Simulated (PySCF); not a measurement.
Geometry:
```tsv
atom	x (Å)	y (Å)	z (Å)
C1	-3.006	0.957	0.083
N2	-2.289	-0.060	-0.020
C3	-1.233	-0.103	-0.997
C4	0.040	-0.314	-0.330
C5	1.061	-0.475	0.275
C6	2.334	-0.658	0.953
C7	3.356	0.123	0.293
N8	4.157	0.743	-0.237
H9	-3.791	0.959	0.825
H10	-2.903	1.858	-0.535
H11	-1.431	-0.961	-1.650
H12	-1.174	0.815	-1.609
H13	2.254	-0.330	1.995
H14	2.625	-1.714	0.933
```

Computed data (PySCF): structure optimised with GFN2-xTB, σ from GIAO-PBE0/pcSseg-1. No relativistic terms, no solvent model, a single conformation, equivalent nuclei averaged.

δ = σ(ref) − σ, references computed at the same level: ¹³C, ¹H against TMS; NH3 for ¹⁵N.

```
  atoms  nucleus  count  δ (ppm)
     C5      ¹³C      1     79.1
H13/H14       ¹H      2        ?
     H9       ¹H      1     7.32
     C3      ¹³C      1        ?
     N2      ¹⁵N      1    402.9
     C7      ¹³C      1        ?
     C6      ¹³C      1      9.2
     N8      ¹⁵N      1    300.5
     C4      ¹³C      1     88.4
    H10       ¹H      1     7.71
H11/H12       ¹H      2        ?
     C1      ¹³C      1    158.4
```

Question: Estimate the values marked ?.

Answer: 
- C7: 119.0 ppm, nitrile carbon; C≡N carbons fall here, among the sp2 signals but without a proton
- C3: 55.4 ppm, propargylic sp3 CH2 bonded to N; deshielded by the electronegative neighbour
- H11/H12: 4.47 ppm, hydrogen on a propargylic sp3 CH2 bonded to N; its carbon carries N, which withdraws density
- H13/H14: 3.28 ppm, hydrogen on an sp3 CH2 α to a nitrile

Shifts are as computed. Against solution values, carbons near 30 ppm lie about +3 ppm off and those near 130 ppm about +5 ppm. Of 1211 compounds with measured shifts, 218 miss one by over three times the rms of a fit or turn the order of signals round; such compounds aren't used in these exercises. Experimental scales use liquid or dissolved standards, which lie at an offset from isolated NH3 (liquid NH3: subtract about 20 ppm). Unscaled 15N shifts of sp2 nitrogen come out 20 to 40 ppm too high even then.
